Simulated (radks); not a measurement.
Species: Os53+. Configuration: [Ar] 3d4.75 4s0.25 (fractional occupations, a model configuration). All-electron calculation, scalar-relativistic Kohn-Sham, HCTH/407, spin-polarised, spherical densities, point nucleus; open shells are filled with parallel spins first (spin-orbit coupling, left out, can overturn this in heavy ions). Program: a radial shooting solver on a logarithmic mesh with Libxc functionals.

Normalised radial functions P(r) = r R(r), r in bohr:

r,3s up,4s up
0.0007472,0.2824,0.1700
0.0009424,0.3367,0.2027
0.001198,0.4019,0.2419
0.001511,0.4741,0.2853
0.001921,0.5578,0.3356
0.002422,0.6463,0.3887
0.003055,0.7391,0.4443
0.003883,0.8338,0.5009
0.004897,0.9152,0.5492
0.006225,0.9746,0.5838
0.007851,0.9888,0.5908
0.009981,0.9334,0.5551
0.01259,0.7846,0.4623
0.016,0.5061,0.2905
0.02018,0.1058,0.0454
0.02565,-0.4223,-0.2748
0.03235,-0.9701,-0.6003
0.04113,-1.4292,-0.8574
0.05186,-1.5748,-0.9025
0.06541,-1.2429,-0.6328
0.08315,-0.3307,-0.0042
0.1049,0.9173,0.7579
0.1333,2.1132,1.2777
0.1681,2.6565,1.0674
0.2137,2.3537,0.0036
0.2695,1.5128,-1.3068
0.3426,0.6600,-2.0302
0.4321,0.1938,-1.7242
0.5493,0.0319,-0.8845
0.6927,0.0029,-0.2756
0.8806,0.0001,-0.0433
1.111,0.0000,-0.0034

3s up: eigenvalue -6030.3 eV, 2 radial nodes at r = 0.0213, 0.0888 bohr, <r> = 0.185 bohr, 90 % of the charge inside 0.270 bohr. 4s up: eigenvalue -3067.7 eV, 3 radial nodes at r = 0.0209, 0.0833, 0.214 bohr, <r> = 0.356 bohr, 90 % of the charge inside 0.503 bohr.
